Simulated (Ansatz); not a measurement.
`[CH3][GaH][SiH3]` and `[F][GaH][SiH3]` differ in one atom or group.

Ansatz, PBE0-D4/def2-TZVP geometries, multiplicity 1. 

Scalar relativity is left out up to krypton.

```
                               property  `[CH3][GaH][SiH3]`
   HOMO–LUMO gap (PBE0/def2-TZVPP) / eV                5.56
HOMO–LUMO gap (ωB97M-V/def2-TZVPP) / eV                9.28
  LUMO energy (ωB97M-V/def2-TZVPP) / eV               -0.08
      LUMO energy (PBE/def2-TZVPP) / eV               -2.57
     LUMO energy (PBE0/def2-TZVPP) / eV               -1.78
  HOMO energy (ωB97M-V/def2-TZVPP) / eV               -9.36
```

Give the same properties after the change, and the shifts. (An estimate is asked.)

Ansatz gave: 
```json
{"property": "HOMO–LUMO gap (PBE0/def2-TZVPP) / eV", "`[F][GaH][SiH3]`": "6.07", "shift": "0.51"}
{"property": "HOMO–LUMO gap (ωB97M-V/def2-TZVPP) / eV", "`[F][GaH][SiH3]`": "9.85", "shift": "0.57"}
{"property": "LUMO energy (ωB97M-V/def2-TZVPP) / eV", "`[F][GaH][SiH3]`": "-0.22", "shift": "-0.14"}
{"property": "LUMO energy (PBE/def2-TZVPP) / eV", "`[F][GaH][SiH3]`": "-2.73", "shift": "-0.16"}
{"property": "LUMO energy (PBE0/def2-TZVPP) / eV", "`[F][GaH][SiH3]`": "-1.96", "shift": "-0.18"}
{"property": "HOMO energy (ωB97M-V/def2-TZVPP) / eV", "`[F][GaH][SiH3]`": "-10.07", "shift": "-0.71"}
```

With PBE0 the HOMO falls by 0.69 eV and the LUMO falls by 0.18 eV, so the gap widens by about 0.51 eV. PBE moves the HOMO by -0.59 eV and ωB97M-V by -0.71 eV.
